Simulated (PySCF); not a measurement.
Hf(NH2)3(SH) (H7HfN3S), SMILES [NH2][Hf]([SH])([NH2])[NH2], multiplicity 1. Geometry: B3LYP-D3(BJ)/def2-SVP. The spin state was assumed, not searched. The def2 effective core potentials stand for the cores of Hf; spin–orbit coupling is left out. Other conformers were not sampled.

Problem. Give the equilibrium geometry at B3LYP-D3(BJ)/def2-SVP (PySCF confirms it by a frequency run) as bond lengths and angles. (Estimate from the structure and the level; the computed values follow.)

Solution. This is not unique; one that fits is 
Atoms: Hf1 N2 H3 H4 N5 H6 H7 N8 H9 H10 S11 H12. Bonds (Å): Hf1–N2 2.037, Hf1–N5 2.046, Hf1–N8 2.043, Hf1–S11 2.503, N2–H3 1.022, N2–H4 1.019, N5–H6 1.021, N5–H7 1.019, N8–H9 1.020, N8–H10 1.019, S11–H12 1.356. Bond angles (°): N2–Hf1–N5 109.6, N2–Hf1–N8 109.3, N2–Hf1–S11 107.1, N5–Hf1–N8 107.4, N5–Hf1–S11 113.7, N8–Hf1–S11 109.8, Hf1–N2–H3 122.8, Hf1–N2–H4 129.0, H3–N2–H4 108.2, Hf1–N5–H6 124.1, Hf1–N5–H7 128.1, H6–N5–H7 107.7, Hf1–N8–H9 124.7, Hf1–N8–H10 126.8, H9–N8–H10 108.3, Hf1–S11–H12 94.4.
